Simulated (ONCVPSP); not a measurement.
## An all-electron radial function and its pseudo partner (cadmium (Cd))

Columns: radius, all-electron u(r) and pseudo u(r) of the 4s shell (level -124.83 eV) of cadmium in the configuration [Ar] 3d10 4s2 4p6 4d10; PBE, scalar-relativistic, ONCV scheme, ONCVPSP 4.0.1.

```
r (bohr)  all-electron  pseudo
   0.075        0.4216  0.0482
   0.150        0.0269  0.1148
   0.225       -0.5887  0.2129
   0.300       -0.6601  0.3470
   0.375       -0.3218  0.5113
   0.450        0.1578  0.6911
   0.525        0.6019  0.8669
   0.600        0.9349  1.0186
   0.675        1.1412  1.1295
   0.750        1.2359  1.1904
   0.825        1.2448  1.1997
   0.900        1.1944  1.1627
   0.975        1.1073  1.0898
   1.050        1.0011  0.9934
   1.125        0.8881  0.8855
   1.200        0.7764  0.7758
   1.275        0.6710  0.6708
   1.350        0.5746  0.5745
   1.425        0.4883  0.4882
   1.500        0.4125  0.4124
   1.575        0.3467  0.3466
   1.650        0.2901  0.2900
   1.725        0.2418  0.2418
   1.800        0.2010  0.2009
   1.875        0.1666  0.1665
   1.950        0.1377  0.1377
```

(1) How many radial nodes do the two functions have?

(2) At about which radius was the pseudo-wave matched?

(3) Where does each function peak?

(4) Is the pseudo-wave norm-conserving?

Answers

(1) The all-electron 4s function has n − l − 1 = 3 (the table is too coarse to show those close to the nucleus); the pseudo-wave has 0, since the states of the same l below it are removed with the core.

(2) 1.50 bohr. The columns agree to 0.0005 from 1.27 bohr on; several derivatives are matched, so the curves merge somewhat inside the radius.

(3) Outermost all-electron maximum near 0.82 bohr, pseudo maximum near 0.82 bohr (to the table’s step).

(4) Yes: the ONCV scheme keeps the norm inside the radius equal to the all-electron one, which fixes the energy derivative of the logarithmic derivative at the level.
